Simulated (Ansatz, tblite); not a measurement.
Removing and adding an electron: Si₅O₁₄H₈, a hydroxylated oxide cluster. Total charge 0; singlet. Geometry: PBE-D4/def2-SVP. Ansatz, gas phase; energy differences of separate SCF runs; the oxidised species was run as a doublet alone; the reduced species was run as a doublet alone.

```xyz
27

Si   -1.675   -1.128    0.297
Si    0.314   -1.359    1.613
Si   -3.096   -0.308   -1.463
Si    2.535   -1.000    2.454
Si    0.853    1.670   -1.281
O     3.670   -0.550    1.371
O     1.960    1.095   -0.149
O     3.224   -1.108    3.937
O     1.547   -2.384    2.072
O     1.685    2.731   -2.233
O     0.299    0.357   -2.205
O     1.115   -0.014    2.250
O    -0.419    2.406   -0.527
O    -0.015   -1.287   -0.054
O    -1.357   -1.474    1.926
O    -2.704   -1.868   -0.783
O    -2.290    0.402   -0.088
O    -2.348    0.091   -2.851
O    -4.705   -0.047   -1.624
H     3.299   -0.016    0.620
H     1.571    1.161    0.754
H     2.744   -1.647    4.590
H     1.156    3.190   -2.906
H     0.455   -0.470   -1.690
H    -1.180    1.817   -0.305
H    -1.358    0.222   -2.756
H    -5.281   -0.479   -0.970
```

The xTB rows come from tblite. Single mean-field runs in def2-TZVP are fitted with def2-universal-jkfit. HOMO above LUMO, or a gap near zero within one spin, warns that the state may not be the lowest or that an electron is smeared out. In the singlet geometry the species has come apart into loosely held pieces. In the doublet geometry the species has come apart into loosely held pieces.

```tsv
level	−HOMO (eV)	vertical IE (eV)	−LUMO (eV)	vertical EA (eV)	HOMO–LUMO gap (eV)	IE − EA (eV)	remarks
GFN1-xTB	12.23	14.43	5.49	3.33	6.74	11.10	–
GFN2-xTB	12.43	14.87	6.20	3.99	6.22	10.88	–
PBE-D4/def2-TZVP	7.57	9.84	2.33	0.50	5.23	9.34	HOMO above zero (-1 doublet), gap within one spin near zero (+1 doublet)
PBE0-D4/def2-TZVP	9.34	10.98	1.41	0.13	7.92	10.85	HOMO above zero (-1 doublet)
r2SCAN0-D4/def2-TZVP	9.64	11.23	1.18	-0.04	8.47	11.27	HOMO above zero (-1 doublet)
```

Relaxing the oxidised species (PBE-D4/def2-SVP) changes its energy by -0.22 eV at PBE-D4/def2-TZVP, so the adiabatic ionisation energy to this nearest minimum is 9.62 eV. At PBE0-D4/def2-TZVP it is 10.64 eV. The gap within one spin of the relaxed charge 1 doublet nearly closes, so an electron or hole may be smeared out by delocalisation error.     A HOMO above zero means that the electron is unbound at that level or that self-interaction error raises the level; the energy of removing that electron tells which. Raw xTB energy differences between charge states are shifted by several eV; the methods need an empirical correction for them. Sets without diffuse functions give affinities that are too small. A negative affinity means that the extra electron isn't bound; its size then hangs on the basis.
